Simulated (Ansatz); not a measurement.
`[F][Zn][GeH]1[CH2][SiH2]1` + CH₃SH → `C[S][Zn][F]` + `[CH2]1[SiH2][GeH2]1` at 500 K and 1 bar (cleavage of the Zn–Ge bond).

Program: Ansatz. Geometries: PBE0-D4/def2-TZVP. ΔE: electronic, gas phase. CCSD(T)/CBS adds triple-zeta CCSD(T) − MP2 to the extrapolated MP2 energy (def2 sets, frozen cores). This one scheme is used for every species. For Ge, Zn outer-core shells are correlated without core-valence functions, which leaves a few kJ/mol of doubt a bond. Scalar relativity is left out up to krypton. One conformer a species, not always the lowest.

```csv
species,CCSD(T)/CBS energy (Eh),H − E (kJ/mol),S (J/(mol·K))
`[F][Zn][GeH]1[CH2][SiH2]1`,-4284.44560,193.4,467.0
CH₃SH,-438.22835,145.1,283.7
`C[S][Zn][F]`,-2315.86770,145.0,384.8
`[CH2]1[SiH2][GeH2]1`,-2406.80649,190.6,363.2
```

H − E and S are ideal-gas, rigid-rotor, harmonic terms from PBE0-D4/def2-TZVP, for one conformer and one mirror image of each species. 1 Eh = 2625.50 kJ/mol, R = 8.31446 J/(mol·K).

**Question.** By hand: ΔE, ΔH, ΔS and ΔG.

**Answer.** ΔE = (-2315.86770) + (-2406.80649) − (-4284.44560) − (-438.22835) = -0.00024 Eh = -0.6 kJ/mol. Δ(H − E) = 145.0 + 190.6 − 193.4 − 145.1 = -2.9, so ΔH = -3.5 kJ/mol. ΔS = 384.8 + 363.2 − 467.0 − 283.7 = -2.7 J/(mol·K). ΔG = -3.5 − 500 × (-2.7)/1000 = -2.1 kJ/mol.

**Question.** By hand: the equilibrium constant, and the temperature at which ΔG would vanish if ΔH and ΔS stayed fixed.

**Answer.** log₁₀ K = −ΔG/(RT ln 10) = 0.2. ΔG = 0 at ΔH/ΔS = 1296 K, though so small a ΔH makes that figure unsure.

TΔS isn't small against ΔH here. The sign of ΔG lies within the doubt. A doubt of 5 kJ/mol in ΔE shifts log₁₀ K by 0.5 here. Other conformers and mirror images would add mixing entropy, several J/(mol·K) or more a flexible species. Modes under 60 cm⁻¹, often nearly free rotors, make the harmonic entropy too high. These are equilibria of isolated gas molecules and say nothing of rates. Largest T1 diagnostic: 0.015 (customary marks: 0.02 for closed shells, 0.045 for open ones).
